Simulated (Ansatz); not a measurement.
Cost and result up the ladder for TeO₂F₂ (5 atoms). The state is a singlet with charge 0. Geometry: B3LYP-D4/def2-SVP.

```xyz
5

Te   -0.199    0.103   -0.045
O    -1.205    0.466    1.409
O    -0.500    0.416   -1.798
F     0.341   -1.725    0.102
F     1.563    0.740    0.332
```

Ansatz on 4 threads of Arm Neoverse V2 on a shared host. Times are rough, and most runs start from the orbitals of an earlier one. ωB97X-V/def2-TZVP serves as the yardstick here, not as an exact answer. Differences are given only for rows in sets of like size (and for xTB, whose basis is part of the method), since another set adds its own error. Binding counts from free atoms at the same level (Te triplet, O triplet, F doublet; other spins of the atoms weren't run), without zero-point energy or a counterpoise term.

In the def2 sets Te takes a core potential; there is no spin–orbit coupling. B3LYP takes the VWN-RPA correlation. Correlated methods freeze 8 core orbitals; core or outer-core shells of Te are correlated, in sets that lack core-valence functions.

Correlated methods converge slowly with the basis.

```tsv
level	functions	wall time	binding energy per atom (eV)	difference from ωB97X-V/def2-TZVP (eV)	remarks
PBE-D4/def2-SVP	82	0.6 s	2.95	–	–
PBE0-D4/def2-SVP	82	0.85 s	2.45	–	–
PBE-D4/def2-TZVP	174	1.2 s	3.17	0.40	–
B3LYP-D4/def2-TZVP	174	1.8 s	2.76	-0.01	–
PBE0-D4/def2-TZVP	174	1.9 s	2.72	-0.05	–
MP2/def2-TZVP	174	2.1 s	2.90	0.13	–
CAM-B3LYP-D4/def2-TZVP	174	2.1 s	2.73	-0.04	–
BHLYP-D4/def2-TZVP	174	2.4 s	2.25	-0.52	–
r2SCAN-D4/def2-TZVP	174	2.6 s	2.88	0.11	–
B2PLYP/def2-TZVP	174	3.4 s	2.76	-0.01	–
RPA@PBE/def2-TZVP	174	3.5 s	2.42	-0.35	–
r2SCAN-D4/def2-TZVPD	219	3.9 s	2.88	0.11	–
ωB97X-V/def2-TZVP (with forces)	174	4.9 s	2.77	0.00	–
CCSD(T)/def2-TZVPP	174	90 s	2.63	-0.14	large T1 (0.022)
```
